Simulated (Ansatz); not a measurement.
Basis sets compared for La(N(SiH3)2)3 (LaSi6N3H18). Charge 0, multiplicity 1. Geometry PBE-D4/def2-SVP. Ansatz on 4 threads of Arm Neoverse V1 on a shared host; times are rough, and most runs start from earlier orbitals.

Cartesian coordinates in Å:
```
La -0.237 -0.575 0.367
N 1.587 0.342 1.595
Si 1.597 -0.629 3.013
Si 2.621 1.647 1.081
H 2.790 -1.523 3.233
H 0.413 -1.594 2.712
H 1.241 0.037 4.317
H 2.538 2.858 1.979
H 2.165 2.061 -0.299
H 4.074 1.247 0.991
N -2.042 0.971 0.203
Si -3.326 0.109 0.951
Si -1.958 2.578 -0.466
H -3.867 0.655 2.247
H -2.602 -1.214 1.337
H -4.481 -0.316 0.081
H -2.861 2.772 -1.660
H -0.534 2.799 -0.921
H -2.297 3.653 0.540
N 0.439 -1.380 -1.771
Si 0.989 -0.405 -3.105
Si 0.174 -3.071 -1.623
H 2.411 -0.706 -3.513
H 0.931 1.037 -2.658
H 0.124 -0.546 -4.335
H -0.903 -3.682 -2.483
H -0.369 -3.155 -0.167
H 1.383 -3.972 -1.644
```

In the def2 sets La takes a core potential; there is no spin–orbit coupling.

| level | functions | energy (Eh) | HOMO (eV) | LUMO (eV) | wall time |
| --- | --- | --- | --- | --- | --- |
| PBE-D4/def2-SVP | 272 | -1942.0643 | -5.89 | -2.23 | 9.5 s |
| PBE0-D4/def2-SVP | 272 | -1942.2467 | -7.14 | -1.50 | 20 s |

Problem. Estimate the rows for PBE-D4/def2-TZVP, PBE0-D4/def2-TZVP (with forces).

Solution. 
```tsv
level	functions	energy (Eh)	HOMO (eV)	LUMO (eV)	wall time
PBE-D4/def2-TZVP	463	-1942.8865	-6.01	-2.31	18 s
PBE0-D4/def2-TZVP (with forces)	463	-1943.0608	-7.22	-1.56	63 s
```
